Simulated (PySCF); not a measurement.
NICS in isomers of C8H10P2.

NICS is the negative of the GIAO shielding at a point without a nucleus: at the ring centre (0) and 1 Å above and below it (1); zz is the component along the ring normal. Level: GIAO PBE0/pcSseg-1 (PySCF, non-relativistic, gas phase) on the GFN2-xTB geometries, one conformer each. Atom numbers follow the mapped SMILES.

Question: Order these rings by mean NICS(1)zz, lowest (most negative) first (ppm).
A. ring C2–C3–P4–C5–P9–C10 in `[CH3:1][c:2]1[cH:3][p:4][c:5]([CH:6]2[CH2:7][CH2:8]2)[p:9][cH:10]1`
B. ring C5–C6–C7–C8–C9–C10 in `[PH2:1][P:2]1[CH2:3][CH2:4][c:5]2[cH:6][cH:7][cH:8][cH:9][c:10]21`
C. ring C3–P4–C5–C6–P7–C8 in `[CH2:1]=[CH:2][c:3]1[p:4][cH:5][cH:6][p:7][c:8]1[CH2:9][CH3:10]`
D. ring C2–C3–P4–C5–P6–C7 in `[CH3:1][c:2]1[cH:3][p:4][cH:5][p:6][c:7]1[CH:8]1[CH2:9][CH2:10]1`

Answer: B (-27.1), D (-24.2), A (-22.6), C (-21.5).

```csv
SMILES,ring,NICS(0),NICS(1),NICS(1)zz,HOMA,rms pucker (Å),ring atoms with four or more neighbours
PP1CCc2ccccc21,6-membered carbocycle; formal bonds all aromatic,-8.1,-11.1,-27.1,0.99,0.00,0
Cc1cpcpc1C1CC1,6-membered ring with 2 P; formal bonds all aromatic,-6.6,-10.1,-24.2,0.90,0.00,0
Cc1cpc(C2CC2)pc1,6-membered ring with 2 P; formal bonds all aromatic,-6.4,-9.6,-22.6,0.87,0.00,0
C=Cc1pccpc1CC,6-membered ring with 2 P; formal bonds all aromatic,-5.5,-9.1,-21.5,0.78,0.00,0
```

NICS(0) gives the same order. The isotropic NICS(1) gives the same order. Over the 4 rings with a HOMA value its correlation coefficient with NICS(1)zz is -0.97. HOMA uses Krygowski's 1993 parameters. NICS(1) and NICS(1)zz are means over the two faces.
